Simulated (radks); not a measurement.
The numbers below are computed, except where a source is named.
Task: Ir68+, 9 electrons, occupied as 1s1 2s2 2p5 3s1 (not the ground configuration). Code: a radial shooting solver on a logarithmic mesh with Libxc functionals. Model: Dirac Kohn-Sham, PBE, spin-unpolarised, spherical densities, point nucleus; open shells fill j = l - 1/2 first. Some entries of the table are withheld. Estimate them.

orbital  occ.  eigenvalue (eV)  <r> (bohr)
1s1/2       1        -83746.15     0.01733
2s1/2       2              (1)     0.07081
2p1/2       2              (2)         (3)
2p3/2       3              (4)         (5)
3s1/2       1        -8201.108      0.1694

Result: 
(1) 2s1/2 eigenvalue (eV): -19689.03
(2) 2p1/2 eigenvalue (eV): -19333.93
(3) 2p1/2 <r> (bohr): 0.05799
(4) 2p3/2 eigenvalue (eV): -17556.01
(5) 2p3/2 <r> (bohr): 0.06588
